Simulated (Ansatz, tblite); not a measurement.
Cost and result up the ladder for the cluster B3N3 (the lowest singlet isomer of a short search) (6 atoms). Total charge 0; singlet. Geometry: PBE0-D4/def2-SVP.

Cartesian coordinates in Å:
```
B -1.090 0.008 -0.043
B 0.548 -0.918 -0.217
B 0.542 0.910 0.260
N -0.762 1.277 0.302
N 1.516 -0.011 0.059
N -0.754 -1.266 -0.361
```

Ansatz on 4 threads of Arm Neoverse V1 on a shared host; xTB runs through tblite on one thread. Times are rough, summed over both states, and most runs start from the orbitals of an earlier one. PBE0-D4/def2-TZVP serves as the yardstick here, not as an exact answer. The other state is a triplet.

The xTB rows come from tblite. The structure comes from a short search, and lower isomers may exist.

Run but left out: PBE-D4/def2-TZVP (triplet: an occupied level 0.17 eV above an empty one).

xTB has no spin-polarisation term.

| level | functions | vertical triplet (eV) | difference from PBE0-D4/def2-TZVP (eV) |
| --- | --- | --- | --- |
| r2SCAN-D4/def2-TZVP (with forces) | 186 | 3.52 | -0.23 |
| GFN1-xTB | 24 | 3.05 | -0.70 |
| PBE0-D4/def2-TZVP | 186 | 3.75 | 0.00 |
| GFN2-xTB | 24 | 2.86 | -0.89 |

(1) Estimate how long each takes.

Answers

(1) GFN1-xTB 0.006 s; GFN2-xTB 0.006 s; PBE0-D4/def2-TZVP 8.5 s; r2SCAN-D4/def2-TZVP (with forces) 14 s. On shared hardware such times vary by a factor of up to 3.
